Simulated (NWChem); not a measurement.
System: BF cation, doublet

Input file for NWChem:

```
start job
memory heap 200 mb stack 900 mb global 1100 mb
charge 1
geometry units angstroms noautoz
  B      0.000000     0.000000    -0.777302
  F      0.000000     0.000000     0.435094
end
basis spherical
  * library aug-pcseg-1
end
dft
  odft
  mult 2
  xc b3lyp
  iterations 150
  mulliken
end
task dft energy
```

Geometry: optimised at PBE0-D3(BJ)/def2-TZVP, spin-unrestricted. No stability test was run on the SCF state. B3LYP is NWChem's, with the RPA form of VWN correlation.

Q: Give the results of this calculation. (B3LYP/aug-pcseg-1, spin-unrestricted.) Quantities: basis functions; energy (Ha); highest occupied level (eV); lowest empty minus highest occupied level, either spin (eV); <S²>.

A: 
| Property | Result |
|---|---|
| number of basis functions | 46 |
| energy (Ha) | -124.24 |
| highest occupied level (eV) | -19.38 |
| lowest empty minus highest occupied level, either spin (eV) | 5.45 |
| <S²> | 0.752 |
